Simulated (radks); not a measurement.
The numbers below are computed, except where a source is named.
Charge is removed step by step from the 3p down level of the niobium ion Nb+, starting from [Ne] 3s2 3p(up 3, down 3) 3d10 4s2 4p6 4d4. Level of theory: scalar-relativistic Kohn-Sham, r2SCAN, spin-polarised, spherical densities, finite nucleus; open shells are filled with parallel spins first (spin-orbit coupling, left out, can overturn this in heavy ions); meta-GGA in the generalised Kohn-Sham scheme; Fermi nuclear charge, rms radius 4.324 fm (a radial shooting solver on a logarithmic mesh with Libxc functionals).

removed (e)  E - E(0) (eV)  eigenvalue (eV)  E minus straight line (eV)
0                    0.000          -358.31                       0.000
0.1                 35.948          -361.05                      -1.274
0.2                 72.172          -363.82                      -2.272
0.3                 108.67          -366.63                      -2.991
0.4                 145.46          -369.45                      -3.429
0.5                 182.53          -372.31                      -3.583
0.6                 219.88          -375.19                      -3.450
0.7                 257.53          -378.10                      -3.028
0.8                 295.46          -381.03                      -2.313
0.9                 333.69          -383.99                      -1.305
1                   372.22          -386.96                       0.000

Removing the whole electron costs 372.22 eV by Delta-SCF, against 358.31 eV from minus the eigenvalue at the starting occupation. Slater's transition state (half an electron removed) gives 372.31 eV. Integrating minus the eigenvalue over the occupation (Janak's theorem) gives 372.42 eV. In this scalar-relativistic scheme the density is built from large components alone, so the theorem holds only approximately. The mean slope of the eigenvalue, de/dn, is 28.6 eV per electron.
